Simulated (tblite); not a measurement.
Compound: C₅H₄F₂.
SMILES with atom numbers: `[CH:1]#[C:2]/[C:3]([F:4])=[CH:5]\[CH2:6][F:7]` (hydrogens: H8 on C1; H9 on C5; H10, H11 on C6)

Computed with GFN2-xTB (tblite), gas phase: Langevin dynamics at 300 K from the optimised GFN2-xTB geometry, time step 0.5 fs, friction 0.01 fs⁻¹, 2000 steps. The instantaneous temperature is 2·E(kin)/(3Nk) with all 3N coordinates.

```
t (fs)  T (K)  E(pot) above start (eV)  C1≡C2 (Å)  C2–C3 (Å)  C3–F4 (Å)  C3=C5 (Å)  C5–C6 (Å)  C1–H8 (Å)  C3–C5–C6–F7 (°)
     0    263                    0.000      1.201      1.414      1.351      1.331      1.491      1.049             -132
    25    286                    0.229      1.186      1.438      1.349      1.353      1.487      1.066             -130
    50    265                    0.343      1.203      1.414      1.306      1.334      1.489      1.055             -143
    75    243                    0.267      1.212      1.454      1.356      1.338      1.500      1.059             -139
   100    284                    0.306      1.199      1.386      1.367      1.308      1.508      1.030             -143
   125    284                    0.374      1.200      1.367      1.421      1.340      1.541      1.059             -155
   150    300                    0.474      1.218      1.435      1.402      1.352      1.447      1.031             -161
   175    247                    0.536      1.194      1.416      1.279      1.319      1.494      1.064             -167
   200    312                    0.422      1.200      1.436      1.416      1.340      1.550      1.042             -165
   225    292                    0.239      1.210      1.360      1.374      1.337      1.471      1.072             -166
   250    243                    0.369      1.212      1.430      1.410      1.342      1.456      1.031             -161
   275    283                    0.429      1.171      1.437      1.392      1.314      1.513      1.094             -161
   300    430                    0.299      1.219      1.407      1.321      1.305      1.483      1.023             -155
   325    346                    0.379      1.225      1.477      1.321      1.353      1.442      1.099             -149
   350    286                    0.331      1.186      1.438      1.314      1.347      1.470      1.021             -139
   375    356                    0.349      1.216      1.433      1.353      1.326      1.510      1.091             -116
   400    537                    0.168      1.204      1.394      1.393      1.321      1.495      1.039             -102
   425    328                    0.387      1.181      1.391      1.396      1.344      1.453      1.051             -100
   450    308                    0.392      1.220      1.436      1.412      1.352      1.434      1.039              -99
   475    337                    0.515      1.198      1.352      1.364      1.301      1.507      1.047              -81
   500    282                    0.503      1.202      1.464      1.347      1.365      1.539      1.081              -88
   525    330                    0.391      1.195      1.421      1.315      1.365      1.499      1.046              -99
   550    275                    0.504      1.200      1.382      1.351      1.343      1.478      1.066             -108
   575    263                    0.406      1.209      1.429      1.402      1.327      1.487      1.035             -113
   600    280                    0.383      1.197      1.407      1.347      1.287      1.498      1.056             -104
   625    303                    0.311      1.209      1.417      1.369      1.362      1.495      1.043              -96
   650    286                    0.349      1.214      1.401      1.355      1.361      1.488      1.052              -98
   675    336                    0.262      1.199      1.439      1.320      1.331      1.459      1.062              -90
   700    272                    0.260      1.213      1.467      1.374      1.323      1.500      1.061              -97
   725    210                    0.309      1.200      1.392      1.294      1.323      1.470      1.054              -95
   750    306                    0.291      1.199      1.469      1.347      1.346      1.540      1.022              -93
   775    405                    0.357      1.196      1.422      1.307      1.316      1.561      1.085             -107
   800    439                    0.358      1.235      1.417      1.337      1.331      1.470      1.009             -120
   825    305                    0.489      1.199      1.451      1.405      1.352      1.447      1.090             -112
   850    299                    0.457      1.187      1.400      1.377      1.305      1.460      1.010             -103
   875    486                    0.312      1.218      1.407      1.344      1.325      1.509      1.088             -107
   900    196                    0.580      1.226      1.454      1.310      1.365      1.499      1.044             -124
   925    264                    0.500      1.186      1.448      1.304      1.379      1.509      1.034             -104
   950    308                    0.322      1.210      1.418      1.345      1.295      1.521      1.086              -98
   975    307                    0.251      1.213      1.444      1.338      1.329      1.450      1.044              -85
  1000    368                    0.270      1.193      1.447      1.378      1.350      1.465      1.056              -86
```

**Question.** From 500 fs on, how do temperature and potential energy compare with equipartition?

**Answer.** The mean temperature of these 21 frames is 310 K against the target 300 K, and the mean potential energy 0.37 eV against 27 × kT/2 = 0.35 eV for 27 classical harmonic modes. For 11 atoms in a canonical ensemble the temperature itself scatters by T·√(2/(3N)) = 74 K; here its standard deviation is 67 K. The whole run lasts only 10 friction times of 100 fs, so these averages carry a wide statistical error.

**Question.** What are the kinetic and total energies of the listed frame with the highest potential energy?

**Answer.** The one at 900 fs, 0.580 eV above the start. Its kinetic energy is 3NkT/2 = 0.279 eV at 196 K, so the sum is 0.86 eV; over the listed frames the sum runs from 0.37 to 1.00 eV, since the thermostat adds and removes energy.

**Question.** How much do the listed bonds fluctuate from 500 fs on?

**Answer.** 
| bond | at the start (Å) | mean (Å) | standard deviation (Å) |
| --- | --- | --- | --- |
| C1≡C2 | 1.201 | 1.205 | 0.012 |
| C2–C3 | 1.414 | 1.428 | 0.025 |
| C3–F4 | 1.351 | 1.346 | 0.030 |
| C3=C5 | 1.331 | 1.337 | 0.024 |
| C5–C6 | 1.491 | 1.492 | 0.030 |
| C1–H8 | 1.049 | 1.053 | 0.023 |

The motion is classical and holds no zero-point motion.

The cost below is that of the whole dynamics run. On AMD EPYC, one thread, shared host with 64 logical CPUs at a one-minute load of 56, this took 18 s of wall time and 0.18 GiB of memory at its peak.
